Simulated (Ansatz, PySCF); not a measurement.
Donor–acceptor adduct: GaH3 (SMILES [GaH3]) (first 4 atoms) with H2O (SMILES O); geometry from B3LYP-D3(BJ)/def2-TZVP, rigid monomers moved along the line of their centres of mass till Ga1···O5 is 3.12 Å.
(charge 0, multiplicity 1):
```xyz
7

Ga     0.39670    -0.37608     0.68516
H      1.88290    -0.09762     1.12265
H     -0.22924    -1.81110     0.85260
H     -0.28719     0.62613    -0.33038
O     -0.92886     0.83828     3.23061
H     -1.89059     0.76593     3.19210
H     -0.72412     1.77716     3.32139
```

Counterpoise-corrected where a basis set is named; no monomer relaxation.

Correlated levels freeze the cores. Filled d and f shells under p-block atoms count as core. CBS: X⁻³ extrapolation of the correlation energy, Hartree–Fock from the larger set.

Programs: Ansatz (an electronic-structure program) with Gaussian orbitals; PySCF for the dispersion terms. 

The comparison value is -6.58 kcal/mol (CCSD(T)/CBS(aug-cc-pVDZ, aug-cc-pVTZ)). It is a level with limits of its own, not the exact answer.

**Question.** Order these levels by how close they come to the comparison value for the interaction energy, closest first: PBE-D4/def2-TZVPPD, r2SCAN-D3(BJ)/def2-TZVPPD, PBE/def2-TZVPPD. Give each level's value less the comparison value.

**Answer.** PBE-D4/def2-TZVPPD (-0.07 kcal/mol), r2SCAN-D3(BJ)/def2-TZVPPD (-0.30 kcal/mol), PBE/def2-TZVPPD (0.59 kcal/mol)
